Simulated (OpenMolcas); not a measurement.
**Ionisation energies of tin**

```
Program             : OpenMolcas 26.06
Basis               : ANO-R2 [7s6p4d2f1g]
Scalar Hamiltonian  : X2C, finite nucleus
Spin-orbit coupling : RASSI with atomic mean-field integrals over the reference wave functions, term energies averaged over their components
```

Active shells in each charge state: the valence s, p shells, with orbitals averaged over the low states. Where CASPT2's correlated closed shells are named, they are those of the first ion.

A. CASSCF
B. SS-CASPT2, IPEA 0.25 Eh, imaginary shift 0.1 Eh (closed shells correlated: 4d)
C. SS-CASPT2, IPEA 0.25 Eh, imaginary shift 0.1 Eh (closed shells correlated: 4s 4p 4d)
D. SS-CASPT2, IPEA 0.25 Eh, imaginary shift 0.1 Eh (closed shells correlated: none)
E. SS-CASPT2, IPEA 0 Eh, imaginary shift 0.1 Eh (closed shells correlated: 4d)

Energies in eV between the lowest computed levels, named as in B; reference values from the NIST Atomic Spectra Database with their kind.

| From | To | A | B | C | D | E | Spin-orbit share in B | Reference |
| --- | --- | --- | --- | --- | --- | --- | --- | --- |
| Sn 5s² 5p² ³P₀ | Sn+ 5s² 5p ²P°_1/2 | 6.578 | 7.212 | 7.223 | 6.994 | 7.306 | -0.010 | 7.344 (measured) |
| Sn+ 5s² 5p ²P°_1/2 | Sn2+ 5s² ¹S₀ | 13.620 | 14.520 | 14.550 | 14.141 | 14.626 | +0.313 | 14.633 (measured) |
| Sn2+ 5s² ¹S₀ | Sn3+ 5s ²S_1/2 | 29.444 | 30.326 | 30.410 | 29.497 | 30.328 | +0.000 | 30.506 (measured) |
| Sn3+ 5s ²S_1/2 | Sn4+ 4d¹⁰ ¹S₀ | 39.190 | 40.564 | 40.679 | 39.190 | 40.614 | +0.000 | 40.740 (measured) |

Steps that some method lacks are left out, and so are those with a state whose active s or d shell is doubly occupied in every root (s and p with five to eight electrons, d10) over a frozen core shell of the same l, since the two then mix freely.

Error against the reference values, in %:

```
From  Reference      A     B     C     D     E
  Sn   measured  -10.4  -1.8  -1.6  -4.8  -0.5
 Sn+   measured   -6.9  -0.8  -0.6  -3.4     0
Sn2+   measured   -3.5  -0.6  -0.3  -3.3  -0.6
Sn3+   measured   -3.8  -0.4  -0.1  -3.8  -0.3
```

Mean absolute error over the 4 measured values: A 1.10 eV, B 0.15 eV, C 0.09 eV, D 0.85 eV, E 0.09 eV.

° marks odd parity.
